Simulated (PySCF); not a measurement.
C$_{2}$H$_{3}$BrF$_{2}$Sn (SMILES C=[CH][Sn]([F])([F])[Br]), singlet, at a GFN2-xTB geometry (such geometries of metal compounds can be far from the true shape) (core potentials on Sn); PySCF with DF-HF/def2-SVPD.

Input for PySCF:
```python
from pyscf import gto, scf

mol = gto.M(
    atom='''
C    -3.22056148   -0.83610285    0.52637326
C    -2.29541875   -0.84305554   -0.39266210
Sn   -0.18787002   -0.34806093    0.17275927
F    -0.35118111    0.19455680    2.11071626
F     0.90565405   -2.04118963    0.18318561
Br    1.34733126    1.33879165   -0.87106784
H    -3.02745375   -0.58400813    1.55797088
H    -4.24402999   -1.09255374    0.28081891
H    -2.38598407   -1.08345348   -1.43676311
''',
    basis='def2-svpd',
    ecp={'Sn': 'def2-svpd'},
    verbose=4,
    max_memory=1800,
)

mf = scf.RHF(mol)
mf = mf.density_fit(auxbasis='def2-universal-jkfit')
mf.kernel()
```

### Question
Predict the main parts of the log of this PySCF run.

### Answer

```
PySCF version 2.14.0

[INPUT] verbose = 4
[INPUT] num. atoms = 9
[INPUT] num. electrons = 90
[INPUT] charge = 0
[INPUT] spin (= nelec alpha-beta = 2S) = 0
[INPUT] symmetry False subgroup None
[INPUT] Mole.unit = angstrom
[INPUT] Symbol           X                Y                Z      unit          X                Y                Z       unit  Magmom
[INPUT]  1 C     -3.220561480000  -0.836102850000   0.526373260000 AA   -6.085979164524  -1.580005398468   0.994701300694 Bohr   0.0
[INPUT]  2 C     -2.295418750000  -0.843055540000  -0.392662100000 AA   -4.337712778691  -1.593144078397  -0.742023828497 Bohr   0.0
[INPUT]  3 Sn    -0.187870020000  -0.348060930000   0.172759270000 AA   -0.355022884817  -0.657739832361   0.326467705780 Bohr   0.0
[INPUT]  4 F     -0.351181110000   0.194556800000   2.110716260000 AA   -0.663636118021   0.367659067672   3.988675658066 Bohr   0.0
[INPUT]  5 F      0.905654050000  -2.041189630000   0.183185610000 AA    1.711438118103  -3.857289369002   0.346170632861 Bohr   0.0
[INPUT]  6 Br     1.347331260000   1.338791650000  -0.871067840000 AA    2.546087080465   2.529949556355  -1.646079653516 Bohr   0.0
[INPUT]  7 H     -3.027453750000  -0.584008130000   1.557970880000 AA   -5.721058442287  -1.103615420219   2.944138273248 Bohr   0.0
[INPUT]  8 H     -4.244029990000  -1.092553740000   0.280818910000 AA   -8.020054345541  -2.064627344969   0.530670830499 Bohr   0.0
[INPUT]  9 H     -2.385984070000  -1.083453480000  -1.436763110000 AA   -4.508856429875  -2.047430345907  -2.715088783778 Bohr   0.0

nuclear repulsion = 562.126742239063
number of shells = 73
number of NR pGTOs = 306
number of NR cGTOs = 183
basis = def2-svpd
ecp = {'Sn': 'def2-svpd'}

******** <class 'pyscf.df.df_jk.DFRHF'> ********
method = DFRHF
initial guess = minao
damping factor = 0
level_shift factor = 0
DIIS = <class 'pyscf.scf.diis.CDIIS'>
diis_start_cycle = 1
diis_space = 8
diis_damp = 0
SCF conv_tol = 1e-09
SCF conv_tol_grad = None
SCF max_cycles = 50
direct_scf = False
Set gradient conv threshold to 3.16228e-05
Initial guess from minao.
******** <class 'pyscf.df.df.DF'> ********
auxbasis = def2-universal-jkfit
init E= -3036.56080875192
  HOMO = -0.61575035138992  LUMO = -0.562077146812769  gap/eV = 1.46052
cycle= 1 E= -3060.33934150076  delta_E= -23.8  |g|= 2.16  |ddm|= 10.7
  HOMO = -0.229172293453212  LUMO = -0.0803309451582089  gap/eV = 4.05018
cycle= 2 E= -3061.244199214  delta_E= -0.905  |g|= 1.37  |ddm|= 9.18
  HOMO = -0.408598376976135  LUMO = -0.00602109776434645  gap/eV = 10.95469
cycle= 3 E= -3061.66130220123  delta_E= -0.417  |g|= 0.163  |ddm|= 2.35
  HOMO = -0.444502190649045  LUMO = 0.00438672252747807  gap/eV = 12.21489
cycle= 4 E= -3061.67066892013  delta_E= -0.00937  |g|= 0.0804  |ddm|= 0.418
  HOMO = -0.441944300417276  LUMO = 0.0114535429752697  gap/eV = 12.33758
cycle= 5 E= -3061.6723466815  delta_E= -0.00168  |g|= 0.023  |ddm|= 0.186
  HOMO = -0.440700278638703  LUMO = 0.0133631482942529  gap/eV = 12.35570
cycle= 6 E= -3061.67260727545  delta_E= -0.000261  |g|= 0.0065  |ddm|= 0.0768
  HOMO = -0.440778149210863  LUMO = 0.0135772092991724  gap/eV = 12.36364
cycle= 7 E= -3061.67263017456  delta_E= -2.29e-05  |g|= 0.00219  |ddm|= 0.019
  HOMO = -0.440652116850912  LUMO = 0.0135226075291365  gap/eV = 12.35872
cycle= 8 E= -3061.67263432473  delta_E= -4.15e-06  |g|= 0.000824  |ddm|= 0.00846
  HOMO = -0.440544252947041  LUMO = 0.0135397377597699  gap/eV = 12.35625
cycle= 9 E= -3061.67263489763  delta_E= -5.73e-07  |g|= 0.00031  |ddm|= 0.00278
  HOMO = -0.440541493509214  LUMO = 0.0135203846889636  gap/eV = 12.35565
cycle= 10 E= -3061.67263497261  delta_E= -7.5e-08  |g|= 8.1e-05  |ddm|= 0.00123
  HOMO = -0.440529078571243  LUMO = 0.0135223282379621  gap/eV = 12.35537
cycle= 11 E= -3061.67263497854  delta_E= -5.93e-09  |g|= 3.38e-05  |ddm|= 0.000298
  HOMO = -0.440528445635596  LUMO = 0.0135169392607129  gap/eV = 12.35520
cycle= 12 E= -3061.67263497924  delta_E= -6.99e-10  |g|= 1.06e-05  |ddm|= 0.000106
  HOMO = -0.440528671657605  LUMO = 0.0135169552823124  gap/eV = 12.35521
Extra cycle  E= -3061.67263497934  delta_E= -9.46e-11  |g|= 5.87e-06  |ddm|= 3.24e-05
converged SCF energy = -3061.67263497934
```
